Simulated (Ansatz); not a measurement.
[Ln(H2O)6]3+: gap (eV) at several levels, gas phase, relaxed structures; Ansatz. Core potentials for Ce, Dy, Er, Eu, Gd, Ho, Nd, Pr, Sm, Tb, Tm, Yb in the def2 sets, no spin–orbit coupling. HOMO and LUMO are taken over both spins. With an open 4f shell the SCF may have ended above the lowest state. A dash marks a value that wasn't run or was left out as unsound. The structures are stationary points that may keep the symmetry of their start. Remarks come from the PBE and PBE0 runs and from stability tests at other levels; not every state was tested.

| species | state | geometry | PBE-D4/def2-SVP | PBE-D4/def2-TZVP | r2SCAN-D4/def2-TZVP | PBE0-D4/def2-SVP | PBE0-D4/def2-TZVP | remarks |
| --- | --- | --- | --- | --- | --- | --- | --- | --- |
| [Ce(H2O)6]3+ (CeO6H12³⁺) | doublet | PBE-D4/def2-SVP | 0.76 | 0.76 | 1.47 | 6.11 | 6.11 | – |
| [Pr(H2O)6]3+ (PrO6H12³⁺) | triplet | PBE0-D4/def2-SVP | 0.56 | 0.56 | 1.40 | 6.24 | – | – |
| [Sm(H2O)6]3+ (SmO6H12³⁺) | sextet | PBE-D4/def2-SVP | 0.49 | 0.54 | 1.56 | 4.81 | 5.00 | – |
| [Eu(H2O)6]3+ (EuO6H12³⁺) | septet | r2SCAN-D4/def2-SVP | 0.24 | 0.27 | 0.83 | 3.92 | 4.18 | spin-contaminated (⟨S²⟩ up to 12.17) |
| [Gd(H2O)6]3+ (GdO6H12³⁺) | octet | PBE-D4/def2-SVP | 3.47 | 3.46 | 5.90 | 9.25 | 9.22 | – |
| [Tb(H2O)6]3+ (TbO6H12³⁺) | septet | r2SCAN-D4/def2-SVP | 0.97 | 0.99 | 1.97 | 7.87 | 7.87 | – |
| [Dy(H2O)6]3+ (DyO6H12³⁺) | sextet | PBE-D4/def2-SVP | 0.93 | 0.94 | 2.21 | 7.55 | 7.58 | – |
| [Ho(H2O)6]3+ (HoO6H12³⁺) | quintet | PBE-D4/def2-SVP | 1.87 | 1.87 | 4.20 | 7.98 | 8.01 | – |

Estimate the rows for [Nd(H2O)6]3+ (NdO6H12³⁺) (quartet, r2SCAN-D4/def2-SVP geometry); [Er(H2O)6]3+ (ErO6H12³⁺) (quartet, PBE-D4/def2-SVP geometry); [Tm(H2O)6]3+ (TmO6H12³⁺) (triplet, r2SCAN-D4/def2-SVP geometry); [Yb(H2O)6]3+ (YbO6H12³⁺) (doublet, PBE-D4/def2-SVP geometry).


```tsv
species	state	geometry	PBE-D4/def2-SVP	PBE-D4/def2-TZVP	r2SCAN-D4/def2-TZVP	PBE0-D4/def2-SVP	PBE0-D4/def2-TZVP
[Nd(H2O)6]3+ (NdO6H12³⁺)	quartet	r2SCAN-D4/def2-SVP	1.46	1.47	3.00	6.88	7.01
[Er(H2O)6]3+ (ErO6H12³⁺)	quartet	PBE-D4/def2-SVP	1.79	1.79	4.43	7.60	–
[Tm(H2O)6]3+ (TmO6H12³⁺)	triplet	r2SCAN-D4/def2-SVP	0.66	0.67	2.24	6.80	6.87
[Yb(H2O)6]3+ (YbO6H12³⁺)	doublet	PBE-D4/def2-SVP	0.29	0.32	1.38	5.41	5.70
```

Over the 10 species that have every level, the mean is 1.11 at PBE-D4/def2-SVP, 1.13 at PBE-D4/def2-TZVP, 2.48 at r2SCAN-D4/def2-TZVP, 6.66 at PBE0-D4/def2-SVP, 6.75 at PBE0-D4/def2-TZVP. Orbital gaps grow with the share of exact exchange and aren't one observable across functionals.
